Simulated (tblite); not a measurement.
Compound: C₅H₆O₄.
Numbering: `[CH3:1][C@@H:2]1[CH2:3][O:4][C:5](=[O:6])[C:7](=[O:8])[O:9]1` (hydrogens: H10, H11, H12 on C1; H13 on C2; H14, H15 on C3)

The geometry is computed with GFN2-xTB (gas phase).

Task: List the bond lengths, angles and torsions at this level.

Result: 
```json
{"bond": "C1–C2", "length (bohr)": "2.872", "order": "single"}
{"bond": "C2–C3", "length (bohr)": "2.881", "order": "single"}
{"bond": "C3–O4", "length (bohr)": "2.683", "order": "single"}
{"bond": "O4–C5", "length (bohr)": "2.538", "order": "single"}
{"bond": "C5=O6", "length (bohr)": "2.258", "order": "double"}
{"bond": "C5–C7", "length (bohr)": "2.922", "order": "single"}
{"bond": "C7=O8", "length (bohr)": "2.259", "order": "double"}
{"bond": "C7–O9", "length (bohr)": "2.531", "order": "single"}
{"bond": "C2–O9", "length (bohr)": "2.703", "order": "single"}
{"bond": "C1–H10, C1–H11, C1–H12", "length (bohr)": "2.052", "order": "single"}
{"bond": "C2–H13", "length (bohr)": "2.079", "order": "single"}
{"bond": "C3–H14", "length (bohr)": "2.062", "order": "single"}
{"bond": "C3–H15", "length (bohr)": "2.074", "order": "single"}
```

Bonds in one row agree within 0.02 bohr and their mean is given. Orders are formal, as drawn. A selection of angles:
```json
{"angle": "C2–C1–H10", "degrees": "110.1"}
{"angle": "H10–C1–H11", "degrees": "109.4"}
{"angle": "C1–C2–C3", "degrees": "112.9"}
{"angle": "C1–C2–O9", "degrees": "107.5"}
{"angle": "C1–C2–H13", "degrees": "110.6"}
{"angle": "C3–C2–O9", "degrees": "108.0"}
{"angle": "C3–C2–H13", "degrees": "109.2"}
{"angle": "O9–C2–H13", "degrees": "108.5"}
{"angle": "C2–C3–O4", "degrees": "109.7"}
{"angle": "C2–C3–H14", "degrees": "111.8"}
{"angle": "C2–C3–H15", "degrees": "109.9"}
{"angle": "O4–C3–H14", "degrees": "105.9"}
{"angle": "O4–C3–H15", "degrees": "110.0"}
{"angle": "H14–C3–H15", "degrees": "109.4"}
{"angle": "C3–O4–C5", "degrees": "117.4"}
{"angle": "O4–C5–O6", "degrees": "121.4"}
{"angle": "O4–C5–C7", "degrees": "116.7"}
{"angle": "O6–C5–C7", "degrees": "121.9"}
{"angle": "C5–C7–O8", "degrees": "121.7"}
{"angle": "C5–C7–O9", "degrees": "116.9"}
{"angle": "O8–C7–O9", "degrees": "121.4"}
{"angle": "C2–O9–C7", "degrees": "118.3"}
```

Torsions: C1–C2–C3–O4 178° (antiperiplanar); C2–C3–O4–C5 41° (synclinal); C3–O4–C5–O6 -176° (antiperiplanar); O4–C5–C7–O8 150°; C5–C7–O9–C2 5° (synperiplanar); C1–C2–O9–C7 161° (antiperiplanar).

O4 (ester single-bonded oxygen) is bent (angle 117.4°). The 6 C–O bonds span 1.195 Å (C5=O6, drawn double) to 1.430 Å (C2–O9, drawn single), a spread of 0.235 Å. The 6-membered ring C2–C3–O4–C5–C7–O9 has internal angles of 108.0° to 118.3°; it is puckered, 0.24 Å rms from its mean plane, widest ring torsion 63°. O9 (ester single-bonded oxygen) is bent (angle 118.3°). The C–C distances run from 1.520 Å (C1–C2, drawn single) to 1.546 Å (C5–C7, drawn single), a spread of 0.026 Å. Of the pairs four or more bonds apart, C5···H13 is among the closest relative to their van der Waals radii: 2.87 Å, 99 % of the sum of Bondi's values.

Point group: C1 (no symmetry element, even within 0.4 Å). Its GFN2-xTB frequencies are all real (lowest 80 cm⁻¹). One conformer, not necessarily the lowest.

The run took 0.61 s on Arm Neoverse V1, one thread, no GPU, shared host. These figures are those of the optimisation.
